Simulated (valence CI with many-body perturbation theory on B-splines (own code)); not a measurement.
# E1 line list for Ni²³⁺

Computed by valence CI with perturbative core correlation (CI+MBPT): three valence electrons over a frozen Dirac-Fock core [He], a basis of 11 s, 11 p, 9 d, 7 f, 5 g, 2 h, 1 i functions for each j, with the one-electron correlation potential Σ1 (screened to all orders), the two-electron term Σ2, the three-electron term Σ3, Breit, model QED; selected single and double excitations, second order for the rest (own B-spline code, finite nucleus).

No measured spectrum was set against this ion. As an estimate, levels of excited configurations hold to 0.05 to 0.15 % of their energy, terms of the ground configuration to about 0.5 %.

Lines 151 to 200 of 256 in falling wavelength, among levels below 11153 × 10³ cm⁻¹, chosen from the strongest by gf and those to the six lowest levels. Wavelengths and rates use the calculated energies, so an error of 800 cm⁻¹ moves a line at 10.07 Å by 0.0081 % and its rate by three times that or more. Electric multipoles are in the length gauge, E1 and E2 with the static RPA response of the core. Weak lines are less certain than strong ones. Lines between different terms over intervals too small for the method are left out, as are lines whose strength nearly cancels. The highest levels of a list are the least certain.

Names give the largest LS component (configuration and term), which can be under half, so a name can repeat, a term be missing and a line seem to break the LS rules; names also repeat where a configuration has a term twice. Letters in brackets count levels of one name in rising energy.

```
λ vac (Å)                 Upper           Lower   A (s⁻¹)  S (a.u.) with core polarisation  S without
    10.07      2s 2p 3d 4D°_1/2   2s 2p2 4P_3/2  1.57e+12                         1.59e-03   1.59e-03
    10.06  2s 2p 3d 2D°_3/2 [b]   2s 2p2 2P_1/2  1.12e+13                         2.25e-02   2.26e-02
    10.06  2s 2p 3s 2P°_3/2 [b]   2s 2p2 4P_3/2  3.77e+11                         7.58e-04   7.58e-04
    10.03      2s 2p 3d 4D°_7/2   2s 2p2 4P_5/2  3.09e+13                         1.23e-01   1.23e-01
    10.03  2s 2p 3d 2D°_3/2 [a]   2s 2p2 4P_3/2  4.00e+11                         7.97e-04   7.98e-04
    10.02  2s 2p 3d 2P°_1/2 [b]   2s 2p2 2P_1/2  1.58e+13                         1.57e-02   1.57e-02
    10.02      2s 2p 3d 4D°_5/2   2s 2p2 4P_5/2  2.19e+13                         6.53e-02   6.54e-02
    10.01  2s 2p 3d 2F°_5/2 [a]   2s 2p2 4P_3/2  4.81e+12                         1.43e-02   1.43e-02
    10.01      2s 2p 3d 4P°_3/2   2s 2p2 4P_5/2  1.07e+13                         2.12e-02   2.13e-02
    10.01        2p2 3p 2P°_3/2   2s 2p2 2P_3/2  1.72e+12                         3.41e-03   3.41e-03
    9.999        2p2 3p 2F°_5/2   2s 2p2 2P_3/2  1.78e+12                         5.28e-03   5.28e-03
    9.999  2s 2p 3d 2F°_7/2 [b]   2s 2p2 2D_5/2  1.75e+13                         6.92e-02   6.93e-02
    9.998  2s 2p 3d 2F°_5/2 [c]   2s 2p2 2D_5/2  2.03e+12                         6.02e-03   6.03e-03
    9.991      2s 2p 3d 4D°_3/2   2s 2p2 4P_1/2  2.27e+13                         4.48e-02   4.49e-02
    9.987      2s 2p 3d 4D°_1/2   2s 2p2 4P_1/2  3.71e+13                         3.65e-02   3.65e-02
    9.984       2s 2p 3p 4D_1/2  2s2 2p 2P°_3/2  2.31e+11                         2.27e-04   2.27e-04
    9.982  2s 2p 3d 2F°_5/2 [b]   2s 2p2 4P_5/2  1.36e+12                         4.01e-03   4.02e-03
    9.975  2s 2p 3s 2P°_1/2 [b]   2s 2p2 4P_1/2  7.69e+11                         7.53e-04   7.54e-04
    9.973  2s 2p 3s 2P°_3/2 [b]   2s 2p2 4P_1/2  9.33e+11                         1.83e-03   1.83e-03
    9.963         2s2 3d 2D_3/2  2s2 2p 2P°_1/2  2.27e+13                         4.44e-02   4.45e-02
    9.957  2s 2p 3d 2F°_5/2 [c]   2s 2p2 2D_3/2  2.63e+13                         7.68e-02   7.69e-02
    9.951      2s 2p 3d 4D°_5/2   2s 2p2 4P_3/2  7.63e+12                         2.23e-02   2.23e-02
    9.949       2s 2p 3p 4D_3/2  2s2 2p 2P°_3/2  9.05e+11                         1.76e-03   1.76e-03
    9.947  2s 2p 3d 2D°_3/2 [b]   2s 2p2 2D_3/2  4.90e+12                         9.51e-03   9.53e-03
    9.944  2s 2p 3d 2D°_3/2 [a]   2s 2p2 4P_1/2  1.61e+12                         3.13e-03   3.14e-03
    9.942      2s 2p 3d 4P°_3/2   2s 2p2 4P_3/2  1.66e+13                         3.23e-02   3.23e-02
    9.938      2s 2p 3d 4P°_1/2   2s 2p2 4P_3/2  2.42e+13                         2.35e-02   2.35e-02
    9.929      2s 2p 3d 2D°_5/2   2s 2p2 2D_3/2  6.36e+11                         1.84e-03   1.84e-03
    9.919  2s 2p 3d 2F°_7/2 [a]   2s 2p2 4P_5/2  3.54e+11                         1.36e-03   1.37e-03
    9.914  2s 2p 3d 2F°_5/2 [b]   2s 2p2 4P_3/2  1.24e+11                         3.58e-04   3.58e-04
    9.912  2s 2p 3d 2P°_1/2 [b]   2s 2p2 2D_3/2  1.51e+12                         1.45e-03   1.46e-03
    9.911  2s 2p 3d 2P°_3/2 [b]   2s 2p2 2D_3/2  2.72e+11                         5.22e-04   5.22e-04
    9.903   2s 2p 3p 2P_3/2 [a]  2s2 2p 2P°_3/2  8.02e+11                         1.54e-03   1.54e-03
    9.891    2p2 3p 2D°_3/2 [b]   2s 2p2 2P_1/2  1.81e+12                         3.46e-03   3.45e-03
    9.886   2s 2p 3p 2P_1/2 [a]  2s2 2p 2P°_3/2  5.16e+11                         4.92e-04   4.92e-04
    9.882       2s 2p 3p 4D_5/2  2s2 2p 2P°_3/2  1.05e+11                         3.00e-04   3.00e-04
    9.874  2s 2p 3d 2P°_3/2 [a]   2s 2p2 4P_3/2  1.55e+11                         2.94e-04   2.94e-04
    9.873        2p2 3p 2S°_1/2   2s 2p2 2D_3/2  4.57e+11                         4.34e-04   4.34e-04
    9.868       2s 2p 3p 4P_1/2  2s2 2p 2P°_3/2  3.01e+11                         2.85e-04   2.85e-04
    9.842    2p2 3p 2D°_3/2 [a]   2s 2p2 2D_3/2  1.18e+11                         2.22e-04   2.21e-04
    9.826        2p2 3p 2P°_3/2   2s 2p2 2P_1/2  2.71e+12                         5.07e-03   5.07e-03
    9.823       2s 2p 3p 4D_1/2  2s2 2p 2P°_1/2  2.16e+12                         2.02e-03   2.01e-03
    9.804        2p2 3p 4P°_5/2   2s 2p2 2D_3/2  2.60e+11                         7.27e-04   7.24e-04
    9.802        2p2 3p 4P°_1/2   2s 2p2 2D_3/2  5.32e+11                         4.94e-04   4.94e-04
    9.795  2s 2p 3d 2P°_3/2 [a]   2s 2p2 4P_1/2  1.86e+11                         3.44e-04   3.45e-04
    9.789       2s 2p 3p 4D_3/2  2s2 2p 2P°_1/2  1.22e+12                         2.26e-03   2.26e-03
    9.782    2p2 3p 2D°_3/2 [b]   2s 2p2 2D_3/2  1.57e+12                         2.90e-03   2.90e-03
    9.781       2s 2p 3p 4P_3/2  2s2 2p 2P°_3/2  4.30e+12                         7.93e-03   7.92e-03
    9.762       2s 2p 3p 4P_5/2  2s2 2p 2P°_3/2  3.62e+12                         9.99e-03   9.97e-03
    9.753       2s 2p 3p 4S_3/2  2s2 2p 2P°_3/2  4.27e+12                         7.83e-03   7.82e-03
```
